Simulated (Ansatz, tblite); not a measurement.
Forces on the cluster Na₈H₇⁺ at its PBE0-D4/def2-SVP geometry. Charge 1, multiplicity 1.

The xTB rows come from tblite. Another isomer (singlet) lies 1.05 eV lower at PBE0-D4/def2-TZVP; other spin states weren't run for this one.

GFN1-xTB (tblite), largest force 0.32 eV/Å:

```xyz
15
positions Å, forces eV/Å
Na   -0.725    0.194    0.854   -0.032    0.190    0.092
Na   -0.247   -4.716   -0.971    0.058    0.145   -0.020
Na    2.249   -2.931   -3.198   -0.134    0.069    0.159
Na    1.318    6.962    0.181   -0.071   -0.260    0.024
Na    0.118    3.200    0.677   -0.003   -0.118   -0.027
Na   -2.338   -2.860    1.877    0.190    0.115   -0.186
Na   -2.507    1.073    3.156    0.179   -0.114   -0.242
Na    1.853    0.591   -1.902   -0.060   -0.179    0.027
H     2.520   -0.930   -2.984   -0.058    0.002    0.059
H     0.622    1.287   -0.379    0.035   -0.050   -0.053
H     1.136   -4.394   -2.380   -0.020    0.068    0.039
H     0.803    5.124    0.353    0.015    0.127    0.010
H    -1.392   -3.918    0.502   -0.023   -0.035    0.022
H    -1.235    2.128    1.958   -0.041    0.092    0.070
H    -2.173   -0.810    2.255   -0.034   -0.052    0.026
```

GFN2-xTB (tblite), largest force 0.69 eV/Å:

```
Na -0.072 0.017 0.093
Na 0.194 0.204 -0.154
Na -0.219 -0.094 0.209
Na -0.186 -0.666 0.064
Na -0.058 0.053 0.077
Na 0.306 0.081 -0.330
Na 0.271 -0.209 -0.375
Na 0.088 -0.439 -0.188
H -0.378 0.103 0.415
H 0.012 -0.115 -0.034
H -0.176 0.466 0.312
H 0.094 0.336 -0.036
H 0.046 0.342 0.068
H -0.045 -0.126 0.011
H 0.124 0.046 -0.131
```

PBE-D4/def2-TZVP (Ansatz), largest force 0.03 eV/Å:

```
Na -0.008 -0.021 0.008
Na 0.002 -0.001 -0.001
Na -0.002 0.000 0.001
Na 0.005 0.011 -0.001
Na 0.006 -0.003 -0.005
Na -0.011 -0.017 0.008
Na -0.014 0.000 0.014
Na 0.004 -0.001 -0.003
H 0.020 0.012 -0.020
H -0.013 0.011 0.015
H 0.005 -0.023 -0.012
H 0.005 0.008 -0.005
H -0.002 0.005 0.003
H 0.005 0.017 -0.003
H -0.001 0.003 0.002
```
